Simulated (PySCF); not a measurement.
SCF from a fresh guess for singlet TlH₃, at the TPSS minimum. PySCF input:

```python
from pyscf import gto, scf, dft
mol = gto.M(atom='''
Tl    -0.000000     0.000000    -0.000000
H      1.749617     0.000002     0.000000
H     -0.874811     1.515212    -0.000000
H     -0.874807    -1.515214     0.000000''',
    basis={'Tl': 'def2-TZVP', 'H': 'def2-TZVP'},
    ecp={'Tl': 'def2-TZVP'},
    charge=0, spin=0)
mf = dft.RKS(mol, xc='PBE')
mf.grids.atom_grid = (50, 194)
aux = {'Tl': 'def2-universal-JKFIT', 'H': 'def2-universal-JKFIT'}
mf = mf.density_fit(auxbasis=aux)
mf.conv_tol = 1e-08
mf.diis_space = 10
mf.max_cycle = 60
mf.init_guess = 'minao'
mf.verbose = 4
mf.kernel()
```

Excerpt of the output (cycles and frontier levels):

```
init E= -144.002762695618
  HOMO = -0.661336050607303  LUMO = -0.494875987381653  gap/eV = 4.52961
cycle= 1 E= -173.586003563098  delta_E= -29.6  |g|= 1.73  |ddm|= 9.65
  HOMO = -0.0603290845298866  LUMO = 0.00231287329953567  gap/eV = 1.70457
cycle= 2 E= -171.922134745251  delta_E= 1.66  |g|= 3.59  |ddm|= 5.47
  HOMO = -0.252862146792565  LUMO = -0.0908048813427627  gap/eV = 4.40980
cycle= 3 E= -174.265796794857  delta_E= -2.34  |g|= 0.114  |ddm|=  2.7
  HOMO = -0.248324745953783  LUMO = -0.0934085420098798  gap/eV = 4.21548
cycle= 4 E= -174.268192538748  delta_E= -0.0024  |g|= 0.0147  |ddm|= 0.13
  HOMO = -0.253485916700287  LUMO = -0.0954747342243207  gap/eV = 4.29970
cycle= 5 E= -174.268267864124  delta_E= -7.53e-05  |g|= 0.00388  |ddm|= 0.0213
  HOMO = -0.253341994823733  LUMO = -0.0957932980978287  gap/eV = 4.28712
cycle= 6 E= -174.268272747748  delta_E= -4.88e-06  |g|= 0.0002  |ddm|= 0.00719
  HOMO = -0.253280980491791  LUMO = -0.0957281826410341  gap/eV = 4.28723
cycle= 7 E= -174.268272767528  delta_E= -1.98e-08  |g|= 3.23e-05  |ddm|= 0.000709
  HOMO = -0.253283713873292  LUMO = -0.0957336932807644  gap/eV = 4.28715
cycle= 8 E= -174.268272767986  delta_E= -4.58e-10  |g|= 5.01e-06  |ddm|= 8.46e-05
  HOMO = -0.253284288977324  LUMO = -0.0957337223213184  gap/eV = 4.28717
Extra cycle  E= -174.268272767979  delta_E= 7.47e-12  |g|= 7.43e-06  |ddm|= 1.31e-05
converged SCF energy = -174.268272767979
```

No lower solution of this spin was found by a stability analysis within the restricted form, which does not test spin polarisation.

With an element this heavy the missing spin–orbit coupling can shift these numbers.

The search for the lowest solution, with the stability check, took 11 s on 2 threads of a shared Arm Neoverse V1 host, with 68 basis functions; the process peaked at 0.27 GiB. Launch command: `OMP_NUM_THREADS=2 python axn.py task.json out`.
